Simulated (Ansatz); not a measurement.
Consider the formal exchange of groups at the Sn–C bond: `C=[CH][SnH2][F]` + propene → `C=C[CH2][SnH2][F]` + ethylene.

Calculated with Ansatz (gas phase, PBE0-D4/def2-TZVP geometries, no zero-point term in ΔE). CBS: MP2 limit from def2 TZ/QZ plus the TZ coupled-cluster correction, frozen cores. This one scheme is used for every species. Functionals use def2-TZVPP. Elements past krypton have def2 core potentials. For Sn outer-core shells are correlated without core-valence functions, which leaves a few kJ/mol of doubt a bond. One conformer a species, not always the lowest.

```csv
level,ΔE (eV)
BLYP-D4,-0.05
PBE0-D4,-0.03
CCSD(T)/def2-SVP,0.01
MP2/CBS(def2),-0.05
```

Task: What does CCSD(T)/CBS give? (Best estimate.)

Result: Computed: -0.04 eV. The listed levels differ from it by -0.01, 0.01, 0.05, -0.01 eV.

Largest T1 diagnostic among the species: 0.013.

The D4 term adds −0.03 eV with B3LYP and −0.02 eV with PBE0; it sums over pairs of atoms, weighted by their polarisabilities, and B3LYP, whose exchange is more repulsive, gets the larger term. In def2-TZVPP, CCSD(T) changes the Hartree–Fock value by −0.06 eV (the triples alone add −0.01 eV) and MP2 by −0.08 eV. At CCSD(T), def2-SVP lies +0.04 eV from the extrapolated value and def2-TZVPP +0.02 eV.

B3LYP here is the variant with VWN-RPA as its local correlation; programs differ in this.
